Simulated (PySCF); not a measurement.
Electronic structure of Ag⁺ (silver, charge +1) at the UHF level

Configuration: [Kr] 4d9 5s1, high-spin 3D determinant (an excited configuration). Computed with PySCF 2.14 in def2-QZVPPD with the def2 core potential (28 electrons), with scalar relativity through the core potential.

```json
{
  "Total energy": "-145.724029 hartree",
  "One-electron energy": "-252.9704 hartree",
  "Hartree (Coulomb) energy": "120.2431 hartree",
  "Exchange energy": "-12.9967 hartree",
  "⟨S²⟩": "2.0024",
  "⟨L²⟩": "6.030",
  "Sum of ⟨r⟩": "22.71 bohr",
  "Sum of ⟨r²⟩": "36.50 bohr²",
  "Traceless quadrupole moment −½Σ⟨3z² − r²⟩ along its main axis": "-0.461 e·bohr²"
}
```

| shell | electrons | mean orbital energy (hartree) | spread (hartree) | rms radius, mean of both spins (bohr) |
| --- | --- | --- | --- | --- |
| 4s α | 1 | -4.85645 | 0 | 0.979 |
| 4s β | 1 | -4.76828 | 0 | 0.979 |
| 4p α | 3 | -3.30179 | 0.06790 | 1.08 |
| 4p β | 3 | -3.20230 | 0.05353 | 1.08 |
| 4d α | 5 | -0.99633 | 0.07936 | 1.44 |
| 4d β | 4 | -0.94727 | 0.05987 | 1.44 |
| 5s α | 1 | -0.56988 | 0 | 3.01 |

Energies and moments cover only the electrons outside the core potential.
